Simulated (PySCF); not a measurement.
Species: C4H13N3OSi.
Z-matrix (Å and degrees, GFN2-xTB geometry), rows numbered from 1:
```
C 
N   1  1.4400
C   2  1.4452  1  114.81
C   2  1.3542  1  125.45  3  -175.72
O   4  1.2243  2  120.82  1   178.82
C   4  1.4957  2  118.73  1    -1.67
Si  6  1.9035  4  106.43  2   175.94
N   7  1.7321  6  105.55  4  -173.10
N   7  1.7303  6  105.79  4    67.88
H   1  1.0929  2  109.26  3   -48.37
H   1  1.0851  2  111.11  3  -168.18
H   1  1.0954  2  110.76  3    70.72
H   3  1.0927  2  110.33  1    61.90
H   3  1.0930  2  110.46  1   -58.66
H   3  1.0880  2  108.03  1  -178.39
H   6  1.0880  4  110.43  2    55.31
H   6  1.0896  4  109.68  2   -63.33
H   7  1.4643  6  111.00  4   -61.95
H   8  1.0059  7  116.72  6   175.87
H   8  1.0073  7  118.12  6   -51.32
H   9  1.0085  7  118.00  6   171.24
H   9  1.0090  7  115.00  6   -57.24
```

Computed at PBE0/pcSseg-1 (PySCF, non-relativistic), with Q(14N) = 0.02044 b, Q(17O) = −0.0256 b: N2, 14N (I = 1): χzz = -4.933 MHz, η = 0.080; O5, 17O (I = 5/2): χzz = 9.302 MHz, η = 0.145; N8, 14N (I = 1): χzz = -4.390 MHz, η = 0.396; N9, 14N (I = 1): χzz = -4.156 MHz, η = 0.369.

**Question.** Find the zero-field quadrupole resonance frequencies of 14N at N2.

**Answer.** From ν± = (3/4)|χ|(1 ± η/3) and ν0 = |χ|η/2: ν+ 3.799 MHz, ν− 3.601 MHz, ν0 0.199 MHz (amide nitrogen).

**Question.** Where would the pure quadrupole (NQR) lines of 17O at O5 fall for the rigid, isolated species?

**Answer.** From the eigenvalues of H = χ/[4I(2I − 1)] × [3Iz² − I(I + 1) + η(Ix² − Iy²)], steps between neighbouring levels, labelled as for η = 0: ±1/2↔±3/2 1.427 MHz, ±3/2↔±5/2 2.779 MHz (amide oxygen).

**Question.** Where would the pure quadrupole (NQR) lines of 14N at N8 fall for the rigid, isolated species?

**Answer.** From ν± = (3/4)|χ|(1 ± η/3) and ν0 = |χ|η/2: ν+ 3.727 MHz, ν− 2.858 MHz, ν0 0.869 MHz (silicon-bound nitrogen).

**Question.** Find the zero-field quadrupole resonance frequencies of 14N at N9.

**Answer.** From ν± = (3/4)|χ|(1 ± η/3) and ν0 = |χ|η/2: ν+ 3.500 MHz, ν− 2.734 MHz, ν0 0.766 MHz (silicon-bound nitrogen).

In a crystal, neighbours and librations shift these lines. GFN2-xTB frequencies show an imaginary mode (37i cm⁻¹), so this geometry is no minimum at that level. GFN2-xTB bond lengths can be off by several hundredths of an ångström, more for odd bonds, and the gradients follow them. The small basis limits the accuracy of the gradients.

One conformer stands for the species.
